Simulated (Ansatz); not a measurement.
A search over several starts for the lowest SCF solution of cyclo-(H2SnO)2 (Sn₂O₂H₄) at the given spin, in a small basis.

```yaml
crystal:
  periodic: [false, false, false]
  atoms:
    - {symbol: Sn, position_ang: [-0.445202, 0.533712, -1.319102]}
    - {symbol: H, position_ang: [-0.046026, 2.116407, -1.860815]}
    - {symbol: H, position_ang: [-1.398131, -0.385548, -2.416649]}
    - {symbol: O, position_ang: [1.137964, -0.485901, -0.580728]}
    - {symbol: Sn, position_ang: [0.445208, -0.533702, 1.319106]}
    - {symbol: H, position_ang: [1.398132, 0.385469, 2.416730]}
    - {symbol: H, position_ang: [0.045977, -2.116418, 1.860720]}
    - {symbol: O, position_ang: [-1.137922, 0.485980, 0.580749]}
basis:
  gaussian: {orbitals: def2-SVP, initial_orbitals: start.molden}
hamiltonian: {xc: pbe0, dispersion: d4}
output: {orbitals: {seedname: orbitals}}
```

The file start.molden holds the orbitals of an earlier run on this structure, at another level or in another basis.

```sh
$ ansatz run in.yaml --threads 4 --pin off --events-out ev --progress --plain --max-ram 3916MiB
```

Output, abridged:

```
Functional definition: PBE0
1140 factors; integrals over basis functions are off by at most 4.0e-4 eV
mean field evaluation 1: about -15813.9153 eV, gradient 3.5e0 eV
mean field evaluation 2: about -15813.9452 eV, gradient 2.4e-2 eV
mean field evaluation 4: about -15814.0494 eV, gradient 5.2e-4 eV
mean field evaluation 8: about -15802.9745 eV, gradient 7.6e1 eV
mean field evaluation 16: about -15814.0494 eV, gradient 6.6e-2 eV
mean field -15814.04943900 eV, -581.1555977357 hartree, gradient 1.4e-5 eV, S^2 0.000000; 1 other end points of the search recorded, 0 dependent functions left out
reference -15814.04947435 eV, -581.1555990348 hartree; 32, 32 occupied and 68, 68 virtual orbitals, 1140 factors
Total energy: -15814.22482181 eV, -581.1620429351 hartree
```

Run time 1.6 s (4 threads of Arm Neoverse V2 on a shared host).

In the def2 sets Sn takes a core potential; there is no spin–orbit coupling.
